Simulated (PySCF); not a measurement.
Bi(H)2(OH) (BiH3O), SMILES [BiH2][OH]. Geometry optimised at PBE0-D3(BJ)/def2-TZVP. The def2 effective core potentials stand for the cores of Bi; spin–orbit coupling is left out.

Method: PBE0-D3(BJ)/def2-TZVP (PySCF).

Harmonic wavenumbers (cm⁻¹): 248, 552, 584, 594, 781, 902, 1787, 1790, 3883. Rotational constants (GHz): 69.99, 6.977, 6.901; symmetry number 1.

Task: Work out the zero-point energy and the ideal-gas rigid-rotor harmonic-oscillator thermochemistry at 298.15 K and 1 atm.

Result: ZPE = ½ Σ hcν = ½ × 11122 cm⁻¹ = 15.90 kcal/mol. H − E(el) = 18.99 kcal/mol. Entropy in cal/(mol K): translation 42.17, rotation 22.08, vibration 3.59, total 67.85. G − E(el) = -1.24 kcal/mol. Cp = 14.19 cal/(mol K).
